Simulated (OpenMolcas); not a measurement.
# Ta4+: moving the ligands

Ta4+ with 6 ligands (chloride) in trigonal antiprismatic coordination (D3d) at 2.44 Å, a polar angle of 59.7° against the regular 54.74°. A charge of +0.333 e stands 2.8 Å behind each ligand. Ligand basis ANO-RCC-VDZP.

```json
{
  "Program": "OpenMolcas",
  "Method": "SS-CASPT2, IPEA 0.25 Eh, imaginary shift 0.1 Eh (the lowest 29 gerade and 27 ungerade orbitals frozen, chosen by energy and not by shell, so the metal 5p can be frozen and 4f correlated)",
  "Basis": "ANO-RCC-VTZP [8s7p5d3f2g1h]",
  "Scalar Hamiltonian": "DKH2, point nucleus",
  "Active space": "1 electron in 5 orbitals (5d)",
  "State averaging": "2S+1 = 2 even, 5 roots",
  "Spin-orbit coupling": "RASSI with atomic mean-field integrals over the reference wave functions"
}
```

Runs around this geometry, states (labels of D3, the rotations of D3d). Energies in cm-1 above the lowest state or level, χT in cm3 K/mol.

```tsv
R (Å)	Polar angle / regular	Ground state	First state of that spin	First gap with spin-orbit (degeneracies)	χT at 300 K
2.44	1.025	2A1	2E 44	170 (2, 2)	0.046
2.35	1.09	2A1	2E 600	900 (2, 2)	0.043
2.44	1.09	2A1	2E 750	1040 (2, 2)	0.045
2.6	1.09	2A1	2E 880	1180 (2, 2)	0.049
```

Roots that are degenerate in the reference are averaged as groups; the widest CASPT2 spread within a group is 170 cm-1 (the 2-fold group of multiplicity 2 near 43.9 cm-1 above the lowest state of its run, R = 2.44, ratio = 1.025). Shifts and gaps below about the spread of the groups concerned are not significant. Over all roots computed the reference weight is 0.66 in R = 2.44 in ratio = 1.025, 0.66 in R = 2.35 in ratio = 1.09, 0.66 in R = 2.44 in ratio = 1.09, 0.66 in R = 2.6 in ratio = 1.09; a low but even weight reflects the number of correlated electrons. Ligand-to-metal charge-transfer states are missing. With one d shell and no ligand orbital active, 10Dq can be off by a tenth or more. Spin-orbit coupling mixes the spin-free states strongly: the lowest level takes only 65 % from its leading state, 2A1 (figures for R = 2.44, ratio = 1.025; the like holds for R = 2.35, ratio = 1.09, R = 2.44, ratio = 1.09, R = 2.6, ratio = 1.09). The least metal-like active orbital is 72 % on the metal (Löwdin) and no ligand orbital is active, so the numbers are rough (holds for R = 2.44, ratio = 1.025; R = 2.44, ratio = 1.09). The least metal-like active orbital is 67 % on the metal (Löwdin) and no ligand orbital is active, so the numbers are rough (holds for R = 2.35, ratio = 1.09). The least metal-like active orbital is 76 % on the metal (Löwdin) and no ligand orbital is active, so the numbers are rough (holds for R = 2.6, ratio = 1.09). No measured value stands beside these numbers; the geometry is a model, was not optimised and need not be the one that this ion takes.
